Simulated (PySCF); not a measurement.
Screening by computed properties: pick the candidate that meets the target.

Species are written as SMILES; each is one conformer at its optimised geometry, gas phase, non-relativistic unless stated; the electronic structure was computed with PySCF and density fitting.

The conformers computed, where there is a choice (atom-mapped SMILES and torsion angles):
- `[CH3:1]/[CH:2]=[CH:3]/[P:4]1(=[S:5])[CH2:6][CH2:7][CH2:8]1`: C2–C3–P4–S5 91°
- `[CH3:1][C:2]([CH3:3])([CH3:4])[C@H:5]1[CH:6]=[CH:7][CH:8]=[CH:9][CH2:10]1`: C1–C2–C5–C6 -54°
- `[CH2:1]=[CH:2][CH2:3]/[C:4](=[CH:5]/[CH2:6][CH3:7])[C:8](=[CH2:9])[CH3:10]`: C1–C2–C3–C4 126°, C2–C3–C4–C5 89°, C4–C5–C6–C7 -115°, C3–C4–C8–C9 -107°
- `[CH2:1]=[C:2]([CH2:3][C:4]#[N:5])[SiH2:6][CH:7]([SiH3:8])[SiH3:9]`: C1–C2–C3–C4 -114°, C1–C2–Si6–C7 95°, C2–Si6–C7–Si8 -55°
- `[CH3:1][C@@H:2]([SiH3:3])[Si@@H:4]1[CH2:5][SiH2:6][C@@H:7]1[C:8]#[N:9]`: C1–C2–Si4–C5 -87°
- `[CH:1]#[C:2][Si@@H:3]([CH:4]=[CH2:5])[C:6](=[CH2:7])[O:8][SiH3:9]`: C2–Si3–C4–C5 -157°, C2–Si3–C6–C7 3°, Si3–C6–O8–Si9 175°

The conformers of `C=CP1CCSCC1` aren't listed.

(1) Wanted: HOMO–LUMO gap between 6 eV and 6.6 eV (PBE0/pcSseg-1) and HOMO energy below -6.6 eV (PBE0/pcSseg-1), at GFN2-xTB geometries. Which candidate meets both?
A. `C=CC/C(=C/CC)C(=C)C`
B. `C#C[Si@@H](C=C)C(=C)O[SiH3]`
C. `C=C(CC#N)[SiH2]C([SiH3])[SiH3]`
D. `CC(C)(C)[C@H]1C=CC=CC1`
E. `C=CP1CCSCC1`
F. `C[C@@H]([SiH3])[Si@@H]1C[SiH2][C@@H]1C#N`
G. `C/C=C/P1(=S)CCC1`

(2) Wanted: dipole moment below 2 D (PBE0/pcSseg-1) and smallest rotational constant below 0.63 GHz (GFN2-xTB), at GFN2-xTB geometries. Which candidate meets both?
A. `C/C=C/P1(=S)CCC1`
B. `C#C[Si@@H](C=C)C(=C)O[SiH3]`
C. `C=C(CC#N)[SiH2]C([SiH3])[SiH3]`
D. `C=CC/C(=C/CC)C(=C)C`

Results:

(1) B. Computed values:
```
                                 species  HOMO–LUMO gap  HOMO energy
                  CC(C)(C)[C@H]1C=CC=CC1        5.46 eV     -6.12 eV
                        C/C=C/P1(=S)CCC1        5.58 eV     -6.24 eV
                             C=CP1CCSCC1        6.17 eV     -6.36 eV
             C#C[Si@@H](C=C)C(=C)O[SiH3]        6.41 eV     -7.09 eV
                     C=CC/C(=C/CC)C(=C)C        6.83 eV     -6.85 eV
          C=C(CC#N)[SiH2]C([SiH3])[SiH3]        7.29 eV     -8.21 eV
C[C@@H]([SiH3])[Si@@H]1C[SiH2][C@@H]1C#N        7.43 eV     -7.89 eV
```

(2) B. Computed values:
| species | dipole moment | smallest rotational constant |
| --- | --- | --- |
| C=CC/C(=C/CC)C(=C)C | 0.31 D | 0.658 GHz |
| C#C[Si@@H](C=C)C(=C)O[SiH3] | 0.71 D | 0.531 GHz |
| C=C(CC#N)[SiH2]C([SiH3])[SiH3] | 3.32 D | 0.595 GHz |
| C/C=C/P1(=S)CCC1 | 5.02 D | 0.785 GHz |
